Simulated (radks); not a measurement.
Values are calculated unless marked as measured or tabulated.
Species: the technetium ion Tc21+. Configuration: [Ar] 3d4. Level of theory: Dirac Kohn-Sham, PBE, spin-unpolarised, spherical densities, finite nucleus; open shells fill j = l - 1/2 first; Fermi nuclear charge, rms radius 4.4112 fm (a radial shooting solver on a logarithmic mesh with Libxc functionals).

Spin-orbit splittings of the eigenvalues, e(l+1/2) - e(l-1/2), with zeta = 2 splitting/(2l+1) and mean radii in bohr:

| shell | occ. | splitting (eV) | zeta (eV) | <r> j=l-1/2 | <r> j=l+1/2 |
|---|---|---|---|---|---|
| 2p | 6 | 119.1 | 79.39 | 0.1265 | 0.1311 |
| 3p | 6 | 23.88 | 15.92 | 0.3769 | 0.3852 |
| 3d | 4 | 5.051 | 2.020 | 0.3475 | 0.3500 |
